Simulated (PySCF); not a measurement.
Deuteron quadrupole couplings in `F[C@@H]1C[SiH2]1`

Species: C₂H₅FSi.
Structure used (PBE0-D3(BJ)/def2-SVP), in Å, numbered top down from 1:
```
atom  x, y, z in Å
F1    -1.4938    0.1236   -1.3849
C2    -0.9225    0.1031   -0.1474
C3     0.3763    0.8753    0.0089
Si4    0.5655   -0.9726    0.2434
H5    -1.6706    0.2723    0.6397
H6     0.7819    1.2426   -0.9421
H7     0.4475    1.6122    0.8163
H8     1.2195   -1.7100   -0.8632
H9     0.7097   -1.5556    1.6009
```

Level: PBE0/pcSseg-1 (PySCF, non-relativistic); Q(2H) = 0.00286 b; rigid geometry, the same for H and D, with no vibrational averaging.

Question: Rank these positions by the coupling χzz of a deuteron there, largest first.
A. H7 (methylene hydrogen)
B. H9 (Si–H hydrogen)
C. H5 (methine hydrogen)

Answer: A (207 kHz), C (194 kHz), B (99 kHz).

Question: Give the electric field gradient Vzz (the principal value of largest size), its asymmetry and the 2H coupling at each hydrogen.

Answer: 
| atom | bonded to | bond length (Å) | Vzz (au) | η | χzz (kHz) |
| --- | --- | --- | --- | --- | --- |
| H5 | C2 | 1.099 | 0.2892 | 0.15 | 194 |
| H6 | C3 | 1.097 | 0.3040 | 0.09 | 204 |
| H7 | C3 | 1.095 | 0.3081 | 0.07 | 207 |
| H8 | Si4 | 1.482 | 0.1491 | 0.07 | 100 |
| H9 | Si4 | 1.484 | 0.1468 | 0.06 | 99 |

Question: Average by the element that carries the hydrogen.

Answer: on C: 202 kHz over 3 positions, mean bond length 1.097 Å; on Si: 99 kHz over 2 positions, mean bond length 1.483 Å.

Question: A static deuteron (I = 1) shows a doublet split by (3/2)χ, (3/4)χ(1 + η) and (3/4)χ(1 − η) with the field along z, y and x of the gradient. What are these for H6?

Answer: With |χ| = 204.3 kHz and η = 0.088: 306, 167 and 140 kHz, to first order and without motion.

Isolated species at its PBE0-D3(BJ)/def2-SVP geometry, gas phase. A larger basis could move these couplings by a tenth or more.
